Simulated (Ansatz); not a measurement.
Relaxation of GeH6OSi (9 atoms, charge 0, multiplicity 1), to a largest force component of 0.03 eV/Å in at most 50 steps.

Level of theory: RKS PBE0-D4/def2-SVP (Ansatz 0.2.0).

```xyz
9
Properties=species:S:1:pos:R:3:forces:R:3
Ge -1.539 1.199 -0.480 -0.04 0.04 0.01
Si 1.220 -0.954 0.405 0.84 -0.55 -0.19
O -1.770 1.171 1.137 -0.37 0.28 0.08
H 0.030 -0.149 0.632 -0.40 0.24 0.10
H -0.578 2.183 -1.184 -0.02 -0.01 -0.01
H -2.246 0.231 -1.455 0.01 0.01 -0.01
H 2.384 -0.333 1.098 0.02 0.02 0.01
H 1.500 -1.011 -1.065 -0.01 0.01 0.01
H 1.000 -2.337 0.912 -0.02 -0.04 0.01
```

Task: Where does it end, and by what steps?

Result: The run converged. After 6 steps the energy has fallen by 0.209 eV; O3 moved furthest, 0.83 Å.

```csv
step,energy less start (eV),largest force component (eV/Å),accepted
0,0.0000,0.836,yes
1,-0.0966,0.468,yes
2,-0.1459,0.844,yes
3,-0.1797,0.577,yes
4,-0.1946,0.333,yes
5,-0.2063,0.130,yes
6,-0.2089,0.020,yes
```

```xyz
9
Properties=species:S:1:pos:R:3
Ge -1.605 1.248 -0.357
Si 1.314 -1.024 0.309
O -2.396 1.698 1.002
H 0.068 -0.209 0.523
H -0.439 2.058 -0.964
H -2.035 0.048 -1.228
H 2.434 -0.359 1.032
H 1.590 -1.068 -1.156
H 1.069 -2.394 0.838
```

Whether the end is a true minimum wasn't checked by a vibrational analysis.

Run time: 22 s on 2 threads of Intel(R) Xeon(R) Platinum 8375C CPU @ 2.90GHz (Ice Lake) (shared host), peak memory 0.21 GiB.
